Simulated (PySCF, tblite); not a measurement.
Isomers of C4H9FSSi. All values are computed: GFN2-xTB (tblite) harmonic vibrations without scaling, gas phase. The method is semi-empirical: single wavenumbers can be off by several per cent or more. Modes of hydrogen on silicon can be 10 to 20 % off. One conformer each.

Electronic energies: PBE0/pcSseg-1 single points on the GFN2-xTB geometries (PySCF, gas phase).

```
                  SMILES  electronic energy, lowest = 0 (kJ/mol)
          CC[Si]1(F)CSC1                                     0.0
F[C@@H]1S[C@@H]1CC[SiH3]                                   263.4
 C[C@@H]1[SiH2]SC[C@H]1F                                   105.2
```

Problem. How do GFN2-xTB zero-point energies change the relative energies?

Solution. 
```
                  SMILES  ZPE (kJ/mol)  of it from modes above 1550 cm⁻¹  electronic (kJ/mol)  with ZPE, lowest = 0 (kJ/mol)  lowest mode (cm⁻¹)  rings
          CC[Si]1(F)CSC1         322.7                             162.3                  0.0                            0.0                  39      1
 C[C@@H]1[SiH2]SC[C@H]1F         316.7                             152.9                105.2                           99.2                  65      1
F[C@@H]1S[C@@H]1CC[SiH3]         303.8                             148.1                263.4                          244.4                  56      1
```

The zero-point energies span 18.9 kJ/mol, from `F[C@@H]1S[C@@H]1CC[SiH3]` to `CC[Si]1(F)CSC1`. The order is unchanged.

Problem. And how do the electronic energies of GFN2-xTB itself compare?

Solution. `CC[Si]1(F)CSC1` 30.4; `C[C@@H]1[SiH2]SC[C@H]1F` 0.0; `F[C@@H]1S[C@@H]1CC[SiH3]` 147.5 kJ/mol, lowest = 0. Against the energies above, taken from the same isomer `CC[Si]1(F)CSC1`, the largest difference is 146.3 kJ/mol.

Problem. What do entropy and thermal enthalpy add at 298.15 K and 1 bar (rigid rotor, harmonic oscillator, one conformer each)?

Solution. 
```json
{"SMILES": "CC[Si]1(F)CSC1", "point group": "C1", "symmetry number": "1", "S (J/(mol K))": "408.0", "H − H(0) (kJ/mol)": "27.45", "ZPE + H − H(0) − TS (kJ/mol)": "228.5"}
{"SMILES": "C[C@@H]1[SiH2]SC[C@H]1F", "point group": "C1", "symmetry number": "1", "S (J/(mol K))": "376.8", "H − H(0) (kJ/mol)": "24.86", "ZPE + H − H(0) − TS (kJ/mol)": "229.3"}
{"SMILES": "F[C@@H]1S[C@@H]1CC[SiH3]", "point group": "C1", "symmetry number": "1", "S (J/(mol K))": "401.3", "H − H(0) (kJ/mol)": "26.79", "ZPE + H − H(0) − TS (kJ/mol)": "210.9"}
```
